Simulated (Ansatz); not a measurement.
`[OH][Zr]12345678([F])([C@H]9[C@@H]1[C@@H]2[C@@H]3[C@H]94)[C@H]1[C@@H]5[C@@H]6[C@@H]7[C@H]18`. The species carries charge 0 and has multiplicity 1. Zr takes the def2 core potential. The geometry is a stationary point of PBE0-D4/def2-TZVP. It is one conformer, not always the lowest.

```xyz
24

O     1.563    0.855    1.576
Zr    0.524   -0.212    0.271
F     1.513   -1.891    0.219
C     0.121    1.622   -1.428
C    -0.151    0.402   -2.098
C     1.056   -0.306   -2.215
C     2.078    0.470   -1.623
C     1.502    1.666   -1.157
C    -1.118   -1.882    1.294
C    -0.880   -0.913    2.284
C    -1.417    0.316    1.832
C    -1.969    0.105    0.558
C    -1.771   -1.257    0.216
H     1.447    0.850    2.525
H    -0.597    2.392   -1.188
H    -1.117    0.077   -2.456
H     1.179   -1.292   -2.639
H     3.112    0.178   -1.515
H     2.014    2.442   -0.610
H    -0.784   -2.908    1.322
H    -0.371   -1.080    3.222
H    -1.389    1.257    2.361
H    -2.461    0.847   -0.052
H    -2.083   -1.736   -0.700
```

Question: What is the dipole moment at ωB97M-V/def2-TZVPP? (An estimate is asked.)

Answer: The calculation gave: 2.67 D, with components (-2.43, 1.09, 0.21) D in this frame, pointing from negative to positive charge.

Question: And with PBE, r2SCAN, B3LYP? (An estimate is asked.)

Answer: The calculation gave: PBE 2.46 D, r2SCAN 2.54 D, B3LYP 2.65 D.

Question: Give the Mulliken charges with ωB97M-V, PBE, r2SCAN in def2-TZVPP. (Estimate.)

Answer: Ansatz gave: 
| atom | ωB97M-V | PBE | r2SCAN |
| --- | --- | --- | --- |
| O1 | -0.41 | -0.40 | -0.47 |
| Zr2 | 0.58 | 0.52 | 0.74 |
| F3 | -0.37 | -0.34 | -0.39 |
| C4 | -0.18 | -0.16 | -0.15 |
| C5 | -0.21 | -0.19 | -0.17 |
| C6 | -0.05 | -0.06 | -0.07 |
| C7 | -0.12 | -0.11 | -0.11 |
| C8 | -0.08 | -0.07 | -0.06 |
| C9 | -0.06 | -0.06 | -0.05 |
| C10 | -0.17 | -0.15 | -0.14 |
| C11 | -0.09 | -0.10 | -0.10 |
| C12 | -0.19 | -0.18 | -0.15 |
| C13 | -0.18 | -0.16 | -0.15 |
| H14 | 0.15 | 0.16 | 0.18 |
| H15 | 0.13 | 0.12 | 0.11 |
| H16 | 0.13 | 0.13 | 0.11 |
| H17 | 0.14 | 0.13 | 0.11 |
| H18 | 0.14 | 0.13 | 0.12 |
| H19 | 0.15 | 0.13 | 0.11 |
| H20 | 0.15 | 0.14 | 0.11 |
| H21 | 0.13 | 0.12 | 0.11 |
| H22 | 0.14 | 0.12 | 0.11 |
| H23 | 0.13 | 0.13 | 0.11 |
| H24 | 0.13 | 0.13 | 0.11 |

B3LYP here is the variant with VWN-RPA as its local correlation; programs differ in this.
